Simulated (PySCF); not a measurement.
C5H5FO.

```xyz
12

O      1.7565    -1.0517     0.0000
C      0.8495    -0.2601     0.0000
C      0.9398     1.2580     0.0000
C     -0.5078     1.7693     0.0000
C     -1.3535     0.5310     0.0000
C     -0.5993    -0.5755     0.0000
F     -1.0161    -1.8239     0.0000
H      1.5145     1.5810     0.8814
H      1.5145     1.5810    -0.8814
H     -0.7313     2.3953     0.8802
H     -0.7313     2.3953    -0.8802
H     -2.4452     0.5403     0.0000
```

Geometry: PBE0-D3(BJ)/def2-SVP. The values are those of a single conformer.

These are PySCF with PBE0/pcSseg-1 values and carry that method's errors. Non-relativistic, no solvent.

### Question
Give the absolute GIAO shielding of each atom: isotropic value and principal components (ppm). (An estimate is asked for; the answer gives what the named calculation found.)

### Answer

| atom | σ(iso) | σ11 | σ22 | σ33 | span |
|---|---|---|---|---|---|
| O1 | -285.7 | -871.4 | -371.0 | 385.2 | 1256.6 |
| C2 | -14.9 | -102.9 | -12.5 | 70.6 | 173.4 |
| C3 | 150.8 | 137.8 | 145.1 | 169.7 | 31.9 |
| C4 | 161.5 | 152.4 | 162.4 | 169.7 | 17.3 |
| C5 | 42.0 | -62.0 | 36.1 | 152.0 | 214.0 |
| C6 | 15.4 | -77.1 | 51.3 | 72.1 | 149.2 |
| F7 | 312.9 | 203.6 | 278.5 | 456.6 | 253.1 |
| H8 | 29.1 | 25.1 | 27.7 | 34.4 | 9.3 |
| H9 | 29.1 | 25.1 | 27.7 | 34.4 | 9.3 |
| H10 | 28.8 | 24.8 | 26.6 | 35.2 | 10.4 |
| H11 | 28.8 | 24.8 | 26.6 | 35.2 | 10.4 |
| H12 | 24.4 | 22.7 | 23.9 | 26.6 | 3.9 |
